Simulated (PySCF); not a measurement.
Compound: C3H12BP.
SMILES: `[BH3-][P+](C)(C)C`

The closed-shell ground state was solved at several levels (PySCF, density fitting, gas phase, non-relativistic). Isolated species at its PBE0-D3(BJ)/def2-SVP geometry, gas phase.

| level | basis functions | total energy (Eh) | HOMO (eV) | LUMO (eV) | gap (eV) | dipole (D) |
| --- | --- | --- | --- | --- | --- | --- |
| KT2/pcSseg-1 | 152 | -493.1283 | -6.75 | -0.12 | 6.63 | 5.03 |
| KT3/pcSseg-1 | 152 | -492.7265 | -6.76 | -0.13 | 6.63 | 5.08 |
| PBE/pcSseg-1 | 152 | -487.3383 | -6.67 | -0.01 | 6.66 | 5.13 |
| B97-D/pcSseg-1 | 152 | -487.6147 | -6.65 | 0.13 | 6.78 | 5.18 |
| OPBE/pcSseg-1 | 152 | -487.6341 | -6.60 | 0.32 | 6.92 | 5.14 |
| B3LYP/pcSseg-1 | 152 | -487.7586 | -7.77 | 0.45 | 8.22 | 5.25 |
| PBE0/pcSseg-1 | 152 | -487.4043 | -7.97 | 0.77 | 8.74 | 5.26 |

(1) Estimate the row for mPW1PW91/pcSseg-1, a basis of 152 functions; the other rows only guide the guess.

(2) In the pcSseg-1 basis, how does the gap go with the fixed share of exact exchange?

(3) How far do the dipole and the HOMO energy spread over the levels?

Answers

(1) Total energy -487.7125 Eh, HOMO -8.00 eV, LUMO 0.80 eV, gap 8.80 eV, dipole 5.25 D.

(2) KT2 (0 %) 6.63 eV; KT3 (0 %) 6.63 eV; PBE (0 %) 6.66 eV; B97-D (0 %) 6.78 eV; OPBE (0 %) 6.92 eV; B3LYP (20 %) 8.22 eV; PBE0 (25 %) 8.74 eV; mPW1PW91 (25 %) 8.80 eV. Each rise in the share widens the gap here.

(3) The dipole runs from 5.03 to 5.26 D (mean 5.17 D) and the HOMO from -8.00 to -6.60 eV.

The pairwise dispersion term of B97-D wasn't added to the energies; at a given geometry it leaves orbitals and properties as they are.
